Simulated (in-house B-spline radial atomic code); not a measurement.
A run on V (an excited or competing configuration) that did not converge. Method: scalar-relativistic (X2C) r2SCAN0, spin-polarised, spherical fractional occupations, exact exchange averaged over the configuration, Fermi nucleus of rms radius 3.6002 fm; computed with an all-electron radial atomic-structure program (B-spline basis).

Command:
```bash
python run_scf.py task.json out
```
Settings (nuclear radius in fm, mass in u):
```
Z                23
configuration    [Ne] 3s2 3p5 3d3 4s2 5s1
hamiltonian      x2c
method           r2scan0
spin_polarised   True
nucleus          fermi
rms_radius       3.6002
atomic_mass      50.94396
speed_of_light   137.035999084
exact_exchange   averaged over the configuration
```

First and last ten iterations of the last attempt (damped for 15 steps, keeping 80 % of the old Fock matrix, then DIIS):
```
 iter        energy (Eh)    residual
    1        -947.397171    4.31e-02
    2        -947.402458    2.59e-03
    3        -947.402481    2.18e-03
    4        -947.402497    1.84e-03
    5        -947.402509    1.55e-03
    6        -947.402518    1.31e-03
    7        -947.402524    1.10e-03
    8        -947.402528    9.31e-04
    9        -947.402532    7.86e-04
   10        -947.402534    6.63e-04
  111        -947.402541    3.09e-05
  112        -947.402541    3.18e-05
  113        -947.402541    1.90e-06
  114        -947.402541    1.87e-06
  115        -947.402541    1.84e-06
  116        -947.402541    1.83e-06
  117        -947.402541    1.83e-06
  118        -947.402541    1.84e-06
  119        -947.402541    1.83e-06
  120        -947.402541    1.83e-06
 not converged after 120 iterations
```

The smallest residual met was 1.8e-06; the threshold is about 2e-07. Over the last five steps the energy moves by less than 1e-08 hartree, but the orbitals didn't meet the threshold. Run time, properties included: 8.4 s on 1 thread of Arm Neoverse N1, with other jobs on the host.
